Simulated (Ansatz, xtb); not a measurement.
Isomers of C5H8Si in order of energy

3 gas-phase structures of C5H8Si, from a drawn sample of its isomers (lower ones may exist). Each was relaxed with GFN2-xTB:

A. `[SiH3]C1=CC=CC1`, a singlet
B. `[SiH3]C1=CCC=C1`, a singlet
C. `[SiH3]C1C=CC=C1`, a singlet

Estimate their order in r2SCAN-D4/def2-SVP energy at these geometries, lowest first.

Calculated order at r2SCAN-D4/def2-SVP: C (0.0), A (1.4), B (3.0) kcal/mol.

Energies above the lowest of each column, in kcal/mol; the last columns are at PBE-D3(BJ)/def2-SVP geometries:

```tsv
structure	GFN2-xTB	HF/STO-3G	r2SCAN-D4/def2-SVP	PBE-D3(BJ)/def2-SVP	CCSD(T)/def2-SVP + ΔMP2/def2-TZVPP
C	0.0	3.0	0.0	0.0	0.0
A	1.5	0.0	1.4	1.6	1.5
B	2.8	0.0	3.0	3.0	2.5
```

CCSD(T)/def2-SVP + ΔMP2/def2-TZVPP puts C lowest; HF/STO-3G picks A. ΔMP2 is the change of the MP2 energy from the smaller to the larger basis.

Programs: Ansatz 0.2.0, xtb 6.7.1.
